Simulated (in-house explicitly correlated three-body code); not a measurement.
Computed with an exponentially correlated three-body code. Model: two electrons around a point charge, non-relativistic, variational in 260 exponentially correlated functions (energies converged to about 1e-7 hartree, or 1e-8 relative for large Z).

For this charge the correlation energy is taken as exact minus Hartree-Fock, from which it differs by microhartrees, and the kinetic parts follow from it.

For two electrons in a singlet the Kohn-Sham orbital is the square root of half the density, so the exact Kohn-Sham potential and energy parts follow from the density alone, and exchange is minus half the Hartree energy. The Kohn-Sham level equals minus the binding energy of the second electron.

Command:
```bash
python run_hyl.py task.json out
```
Settings (lengths in bohr, energies in hartree):
```
Z                      8.7
interaction_strength   1
functions              260
states_tried           13
```

Cost of the run: 56 s on 1 thread of Intel(R) Xeon(R) Platinum 8175M CPU @ 2.50GHz (Skylake/Cascade Lake), on a shared host.

**Those bound S and P states to n = 4 that converged, binding against the one-electron ion.**

Given: nuclear charge 8.7.

Computed: one-electron threshold -37.845 hartree.

```
term  energy (hartree)  binding (eV)  quantum defect
1 1S       -70.4091799        886.12        0.045874
2 3S       -45.7192889        214.27        0.059695
2 3P        -45.417469        206.06        0.021405
2 1S       -45.4028234        205.66        0.019489
2 1P                 ?             ?               ?
3 3S        -41.267225        93.123        0.056789
3 3P       -41.1849237        90.884        0.020747
3 1S        -41.183547        90.846        0.020132
3 1P       -41.1245133         89.24       -0.006568
4 3S       -39.7506967        51.857        0.055892
4 3P                 ?             ?               ?
4 1S         -39.71681        50.935         0.02035
4 1P       -39.6921139        50.263      -0.0061655
```

Q: What belongs in the row 2 1P?

A: energy (hartree): -45.1993508; binding (eV): 200.12; quantum defect: -0.0077219.

Q: What belongs in the row 4 3P?

A: energy (hartree): -39.7169766; binding (eV): 50.939; quantum defect: 0.020527.

**Converged states only, values per electron or pair.**

```csv
term,mean r (bohr),mean r squared (bohr²),mean inverse r (1/bohr),mean r12 (bohr),mean inverse r12 (1/bohr),mean cosine,mean p1 dot p2 (bohr⁻²),delta r1 (bohr⁻³),delta r12 (bohr⁻³)
1 1S,0.18022,0.043558,8.3876,0.26572,5.1251,-0.01526,1.0441,194.01,20.839
2 3S,?,?,?,?,?,?,?,?,-
2 3P,0.40285,0.26076,5.3245,0.67343,1.8115,-0.071886,-4.6892,103.94,-
2 1S,?,?,?,?,?,?,?,?,?
2 1P,0.41362,0.27702,5.3077,0.66964,1.9561,0.049682,4.4923,105,0.95191
3 3S,0.93109,1.6407,4.7865,1.7018,0.7499,-0.001702,0.02317,107.87,-
3 3P,0.88606,1.4942,4.7812,1.6143,0.82233,-0.017399,-1.0955,104.59,-
3 1S,0.95098,1.7191,4.7807,1.7396,0.81702,-0.0025013,0.028747,107.72,1.0469
3 1P,0.90135,1.5511,4.7767,1.6393,0.86486,0.012034,1.1311,104.83,0.30874
4 3S,1.6022,5.1901,4.5942,3.0387,0.43803,-0.00073916,0.0097039,106.08,-
4 3P,1.564,4.9739,4.592,2.9631,0.46734,-0.0068679,-0.42689,104.72,-
4 1S,1.6287,5.3741,4.5919,3.0908,0.46513,-0.0010785,0.012363,106.03,0.43761
4 1P,1.5842,5.1107,4.5902,3.0014,0.48513,0.0047315,0.45139,104.81,0.13381
```

Q: What belongs in the row 2 3S?

A: mean r (bohr): 0.45477; mean r squared (bohr²): 0.3363; mean inverse r (1/bohr): 5.3435; mean r12 (bohr): 0.76579; mean inverse r12 (1/bohr): 1.5383; mean cosine: -0.0051119; mean p1 dot p2 (bohr⁻²): 0.078919; delta r1 (bohr⁻³): 115.45.

Q: What belongs in the row 2 1S?

A: mean r (bohr): 0.4684; mean r squared (bohr²): 0.36061; mean inverse r (1/bohr): 5.3216; mean r12 (bohr): 0.78464; mean inverse r12 (1/bohr): 1.791; mean cosine: -0.0078126; mean p1 dot p2 (bohr⁻²): 0.091327; delta r1 (bohr⁻³): 114.78; delta r12 (bohr⁻³): 3.5897.

**Exact Kohn-Sham parts of the ground state from its density.**

Computed: total energy -70.4091799 hartree; Kohn-Sham kinetic 70.365 hartree; exchange energy -5.2149 hartree; kinetic part of the DFT correlation energy 0.044244 hartree; potential part of the DFT correlation energy -0.089793 hartree; exact minus restricted Hartree-Fock -0.045549 hartree; Kohn-Sham level -886.12 eV; restricted Hartree-Fock level -886.39 eV; dipole polarisability 0.0018667 bohr³.

Q: What is the C6 of two such species?

A: 7.6842e-05 hartree·bohr⁶.

Q: What is the Hartree energy?

A: 10.43 hartree.

**Functionals on the exact density and self-consistent, errors are functional minus exact, hybrids only self-consistent, a dash where a self-consistent run leaves the top level unbound.**

```tsv
result	exchange error (millihartree)	correlation error (millihartree)	functional driven error (millihartree)	density driven error (millihartree)	self consistent total error (millihartree)	top level plus exact binding (eV)
PBE0	-	-	-	-	72.864	38.502
PW91	?	?	?	?	?	?
HSE06	-	-	-	-	66.881	38.881
revTPSS	-3.1059	-5.2495	-8.3554	-0.24307	-8.5985	46.914
TPSS	-3.6488	-3.1435	-6.7923	-0.36481	-7.1571	47.667
AM05	570.95	-123.64	447.3	-1.7636	445.54	55.938
LDA VWN5	738.39	-149.49	588.9	-2.6185	586.28	56.712
r2SCAN0	-	-	-	-	-1.4467	34.166
OLYP	?	?	?	?	?	?
PBE	101.1	-2.2305	98.866	-1.3977	97.468	51.709
LDA PW92	738.39	-148.51	589.88	-2.6194	587.26	56.726
B3LYP VWN-RPA	-	-	-	-	45.19	40.575
M06-L	-58.676	-13.541	-72.217	-2.3453	-74.563	45.32
PBEsol	324.27	-16.157	308.11	-1.4249	306.69	54.157
BP86	38.062	-29.69	8.3715	-0.95841	7.4131	50.925
r2SCAN	-4.0677	1.7706	-2.2971	-0.3141	-2.6112	45.851
BLYP	38.062	-4.6835	33.378	-1.4364	31.942	50.846
wB97X	-	-	-	-	-135.18	38.516
SCAN	-4.0677	1.7706	-2.2971	-0.3141	-2.6112	45.851
RPBE	13.175	-2.2305	10.945	-1.4616	9.4832	51.086
```

Q: What belongs in the row PW91?

A: exchange error (millihartree): 85.464; correlation error (millihartree): -14.941; functional driven error (millihartree): 70.524; density driven error (millihartree): -1.4314; self consistent total error (millihartree): 69.092; top level plus exact binding (eV): 51.144.

Q: What belongs in the row OLYP?

A: exchange error (millihartree): 26.36; correlation error (millihartree): -4.6835; functional driven error (millihartree): 21.676; density driven error (millihartree): -1.3322; self consistent total error (millihartree): 20.344; top level plus exact binding (eV): 50.859.

The density-driven part is never positive, since each functional's own density lowers its energy. Here it is small beside the functional-driven part (median ratio 0.032), the normal case.
